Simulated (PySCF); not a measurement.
PySCF job for Au(Cl)(CO) cation (CAuClO), SMILES [C-](->[Au][Cl])#[O+] (connectivity only; charge and spin as stated), charge +1, multiplicity 2, B3LYP-D3(BJ)/def2-SVP. Geometry optimised at B3LYP-D3(BJ)/def2-SVP. The multiplicity is an assumed one; other spin states were not compared. The isomer is the one that the SMILES or the coordinates give; other isomers of the formula were not compared. The def2 effective core potentials stand for the cores of Au; spin–orbit coupling is left out.

```python
import numpy as np
from pyscf import gto, scf, dft, df
from pyscf.hessian import thermo

mol = gto.M(
    atom='''
    Au   -0.04365664    0.02318095    0.00000000
    Cl    0.11124615   -2.29541306    0.00000000
    O     0.14290375    3.13568321    0.00000000
    C     0.06907665    2.01754355    0.00000000
    ''',
    basis='def2-SVP',
    ecp={'Au': 'def2-svp'},
    charge=1,
    spin=1,
    max_memory=1600,
    verbose=3,
)
mf = dft.UKS(mol, xc='b3lyp').density_fit(auxbasis='def2-universal-jkfit')
mf.disp = 'd3bj'
mf.grids.level = 3
mf.conv_tol = 1e-11
mf.max_cycle = 100
mf.kernel()
fine, coarse = mf.grids, dft.Grids(mol).set(level=1).build(with_non0tab=True)
for _ in range(3):  # follow internal instabilities
    mf.grids = coarse
    mo, _, stable, _ = mf.stability(return_status=True, nroots=4)
    mf.grids = fine
    if stable:
        break
    mf.kernel(mf.make_rdm1(mo, mf.mo_occ))

# [left out here: the lines that compute and print the analytic Hessian (its translational invariance restored by hand, since the grid's response is missing), thermochemistry and intensities]
```

Log of the run:

```

WARN: HOMO -0.676609467324921 >= LUMO -0.676609467324911


WARN: HOMO -0.0867697742620971 >= LUMO -0.0861433490166637

converged SCF energy = -708.783865065754  <S^2> = 0.75254693  2S+1 = 2.0025453
<class 'pyscf.df.df_jk.DFUKS'> wavefunction is stable in the internal stability analysis

WARN: DFTD3 does not support analytical Hessian, using finite difference


WARN: Mole.unit (angstrom) is changed to Bohr

Mode                                 0                   1                   2
Irrep
Freq [cm^-1]                       41.5314            271.6127            321.3872
Reduced mass [au]                  27.1967             40.4115             12.8512
Force const [Dyne/A]                0.0276              1.7565              0.7821
Char temp [K]                      59.7544            390.7902            462.4046
Normal mode                   x     y     z       x     y     z       x     y     z
       0  Au                -0.03 -0.00  0.00    0.00 -0.03 -0.00   -0.01  0.00 -0.00
       1  Cl                 0.10  0.01 -0.00   -0.01  0.15  0.00    0.01 -0.01  0.00
       2   O                 0.14 -0.01  0.00   -0.01  0.01 -0.00   -0.11 -0.01 -0.00
       3   C                 0.06 -0.01 -0.00    0.02  0.01  0.00    0.25 -0.03  0.00
Mode                                 3                   4                   5
Irrep
Freq [cm^-1]                      322.7010            360.6953           2325.3814
Reduced mass [au]                  12.8186             15.5167             13.3823
Force const [Dyne/A]                0.7865              1.1894             42.6354
Char temp [K]                     464.2949            518.9603           3345.7062
Normal mode                   x     y     z       x     y     z       x     y     z
       0  Au                -0.00  0.00  0.01    0.00  0.02 -0.00    0.00  0.00 -0.00
       1  Cl                 0.00  0.00 -0.00   -0.00  0.03  0.00   -0.00  0.00  0.00
       2   O                -0.00 -0.00  0.12   -0.00 -0.18 -0.00    0.01  0.16 -0.00
       3   C                 0.00 -0.00 -0.25   -0.03 -0.17  0.00   -0.01 -0.22  0.00
temperature 298.1500 [K]
pressure 101325.00 [Pa]
Rotational constants [GHz] 425.18886 1.28573 1.28185
Symmetry number 1
Zero-point energy (ZPE) 0.00830 [Eh]   21791.827 [J/mol]
                           tot       elec      trans        rot        vib
Entropy [J/mol/K]       326.692      5.763    178.117     98.923     43.888
Cv [J/mol/K]             60.613      0.000     12.472     12.472     35.670
Cp [J/mol/K]             68.928      0.000     20.786     12.472     35.670
Internal energy [J/mol]                      3718.434   3718.434  28213.707
Internal energy [Eh]   -708.77029  -708.78387
Enthalpy [J/mol]                             6197.391   3718.434  28213.707
Enthalpy [Eh]          -708.76934
Gibbs free energy [J/mol]                  -46908.301 -25775.554  15128.565
Gibbs free energy [Eh] -708.80644
mode   freq/cm-1   IR/(km/mol)
   1       41.53         1.231
   2      271.61        14.789
   3      321.39         3.602
   4      322.70         0.568
   5      360.70        20.026
   6     2325.38       312.500
max |gradient| / (hartree/bohr): 5.224890331175113e-05
APT charges: [ 0.2481  0.3313 -0.2943  0.7149]
```

Self-consistency was reached.
